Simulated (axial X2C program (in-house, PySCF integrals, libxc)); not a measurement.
# Which molecule gave these maps?

PBE0 fields computed with an axial X2C code built on PySCF integrals, 2c, near the equilibrium distance, one atom at z = 0.

The maps cover the half plane through the axis: z from -2.4 to 3.6 Å along the bond, ρ from 0.15 to 2.25 Å away from it.

log10 of the density in e/bohr³:

```
 ρ\z  -2.4  -1.8  -1.2  -0.6   0.0   0.6   1.2   1.8   2.4   3.0   3.6
0.15  -3.1  -2.2  -1.4  -0.1   1.8  -0.1  -0.9  -0.7  -1.7  -2.7  -3.6
0.45  -3.1  -2.3  -1.5  -0.5   0.4  -0.6  -1.1  -1.2  -1.9  -2.8  -3.7
0.75  -3.2  -2.4  -1.6  -1.0  -0.5  -1.1  -1.4  -1.6  -2.2  -3.0  -3.8
1.05  -3.3  -2.6  -1.9  -1.4  -1.2  -1.4  -1.8  -2.0  -2.5  -3.2  -4.0
1.35  -3.5  -2.8  -2.1  -1.7  -1.6  -1.8  -2.1  -2.4  -2.9  -3.5  -4.2
1.65  -3.7  -3.0  -2.4  -2.1  -1.9  -2.1  -2.5  -2.8  -3.3  -3.8  -4.5
1.95  -3.9  -3.3  -2.8  -2.4  -2.3  -2.5  -2.8  -3.2  -3.6  -4.2  -4.8
2.25  -4.2  -3.6  -3.1  -2.8  -2.7  -2.8  -3.2  -3.6  -4.0  -4.5  -5.1
```

Electron localisation function (collinear form, no current term, damped to 0 at low density):

```
 ρ\z  -2.4  -1.8  -1.2  -0.6   0.0   0.6   1.2   1.8   2.4   3.0   3.6
0.15  0.13  0.64  0.64  0.55  0.76  0.54  0.88  1.00  1.00  0.91  0.05
0.45  0.11  0.61  0.69  0.33  0.77  0.31  0.83  1.00  1.00  0.86  0.03
0.75  0.09  0.57  0.75  0.32  0.33  0.24  0.71  0.97  0.97  0.69  0.01
1.05  0.07  0.51  0.79  0.65  0.42  0.47  0.55  0.83  0.84  0.33  0.00
1.35  0.04  0.42  0.78  0.83  0.77  0.64  0.41  0.48  0.47  0.07  0.00
1.65  0.01  0.30  0.72  0.85  0.84  0.66  0.32  0.20  0.12  0.01  0.00
1.95  0.00  0.15  0.59  0.79  0.79  0.58  0.23  0.08  0.02  0.00  0.00
2.25  0.00  0.04  0.35  0.64  0.66  0.44  0.14  0.02  0.00  0.00  0.00
```

Axial spin density in 10⁻³ e/bohr³:

```
 ρ\z  -2.4  -1.8  -1.2  -0.6   0.0   0.6   1.2    1.8   2.4   3.0  3.6
0.15  -0.1  -0.5  -2.2  -0.8  67.8  -0.2  -2.2  -11.4  -1.6  -0.2  0.0
0.45   0.0  -0.2   0.2   4.2   7.6   6.1   1.7   -3.1  -0.9  -0.1  0.0
0.75   0.0   0.2   2.6  13.9  15.2  16.3   4.5   -0.2  -0.3  -0.1  0.0
1.05   0.1   0.5   3.4  14.8  24.8  16.3   4.6    0.6   0.0   0.0  0.0
1.35   0.1   0.5   2.7  10.0  16.3  10.7   3.4    0.7   0.1   0.0  0.0
1.65   0.1   0.4   1.8   5.4   8.3   5.7   2.1    0.5   0.1   0.0  0.0
1.95   0.1   0.2   1.0   2.6   3.8   2.8   1.1    0.3   0.1   0.0  0.0
2.25   0.0   0.1   0.5   1.2   1.6   1.2   0.6    0.2   0.0   0.0  0.0
```

Question: Which molecule is it?
A. SbH
B. InC⁺
C. InC
D. SnCl⁺

Answer: A. SbH, with Sb at z = 0 and H at z = 1.719 Å, state Ω = 1 (⟨Sz⟩ = 1.00, ⟨Lz⟩ = 0.00 at PBE0), basis Sb dyall-cv3z [11s12p8d4f1g], H dyall-v3z [6s2p1d] (cores contracted in-house). One determinant describes the state; a PBE0 search over occupations chose it and may have missed a lower one. Density functionals use the spin component along the axis (collinear). Other states lie close and PBE0, whose exact exchange favours high spin, may order them wrongly; the determinant shown need not be the ground state. The nearest other 2c determinant of the search, Ω = 0, lies 0.48 eV up at the distance of the search. With several unpaired electrons one determinant need not be a pure state. Open-shell Ω = 0 determinants with evenly filled partner blocks cannot be reached by this program, so the Ω shown need not be the lowest component. This is the Ω = 1 component of a π² triplet; the 0⁺ component is not one determinant and can lie lowest.
